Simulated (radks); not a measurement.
Values are calculated unless marked as measured or tabulated.
Problem. Tl I, 81 electrons, occupied as [Hg] 6p1 (the NIST ground configuration). Code: a radial shooting solver on a logarithmic mesh with Libxc functionals. Model: Dirac Kohn-Sham, PBEsol, spin-unpolarised, spherical densities, point nucleus; open shells are shared between the two j in proportion to 2j + 1; speed of light set to 1370.36 atomic units (10 times the physical value, a model run). Some entries of the table are withheld. Estimate them.

orbital      occ.  eigenvalue (hartree)  <r^2> (bohr^2)  <1/r> (bohr^-1)
1s1/2           2             -2831.201       0.0004658            80.57
2s1/2           2             -475.7540        0.007229            18.99
2p1/2           2             -457.9252        0.005326            19.03
2p3/2           4             -457.3281        0.005337            19.00
3s1/2           2             -112.7165         0.04458            7.374
3p1/2           2             -104.2544         0.04097            7.332
3p3/2           4             -104.1238         0.04103            7.323
3d3/2           4             -88.33320             (1)            7.258
3d5/2           6             -88.29792             (2)            7.256
4s1/2           2                   (3)          0.2117            3.240
4p1/2           2             -20.84332          0.2163              (4)
4p3/2           4             -20.81213          0.2166              (5)
4d3/2           4             -14.00903             (6)              (7)
4d5/2           6             -14.00159             (8)              (9)
4f5/2           6              -4.81866          0.2503            2.651
4f7/2           8              -4.81685          0.2503            2.650
5s1/2           2              -3.81493           1.062            1.369
5p1/2           2              -2.59983           1.244            1.259
5p3/2           4              -2.59423           1.246            1.258
5d3/2           4              -0.66940           2.164           0.9665
5d5/2           6              -0.66857           2.165           0.9661
6s1/2           2              -0.27754           9.080           0.4471
6p1/2    0.333333              -0.09518           17.21           0.3296
6p3/2    0.666667              -0.09489           17.25           0.3292

Solution. 
(1) 3d3/2 <r^2> (bohr^2): 0.03151
(2) 3d5/2 <r^2> (bohr^2): 0.03152
(3) 4s1/2 eigenvalue (hartree): -24.53514
(4) 4p1/2 <1/r> (bohr^-1): 3.155
(5) 4p3/2 <1/r> (bohr^-1): 3.151
(6) 4d3/2 <r^2> (bohr^2): 0.2256
(7) 4d3/2 <1/r> (bohr^-1): 2.974
(8) 4d5/2 <r^2> (bohr^2): 0.2257
(9) 4d5/2 <1/r> (bohr^-1): 2.974
